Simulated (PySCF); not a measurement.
Excitations are Tamm–Dancoff values on a coarser integration grid. The basis has no diffuse functions, so Rydberg states are missing or too high.

# Cl₃Ga, SMILES `[Ga]([Cl])([Cl])[Cl]` (charge 0, multiplicity 1)

The numbers are results of ωB97X-D3(BJ)/def2-TZVP // B3LYP-D3(BJ)/def2-TZVP (PySCF), not measurements.

| Quantity | Result |
|---|---|
| HOMO | -11.97 eV |
| dipole moment | 0.00 D |
| LUMO | 0.01 eV |
| HOMO–LUMO gap | 11.98 eV |
| S1 excitation (TDA) | 6.61 eV |
| S1 oscillator strength | 0.000 |
| brightest of the four lowest singlets (TDA) | 7.00 eV |
| T1 excitation (TDA) | 6.19 eV |
| S1–T1 gap (TDA) | 0.42 eV |
| vertical ionisation energy (Delta-SCF) | 12.18 eV |
| total energy | -89951.18 eV |
| cost | roughly 40 core-seconds |

```xyz
4

Cl    -1.1410    -1.7857    -0.3888
Ga     0.0001     0.0001    -0.2112
Cl    -0.9654     1.8367     0.2549
Cl     2.1064    -0.0510    -0.4998
```
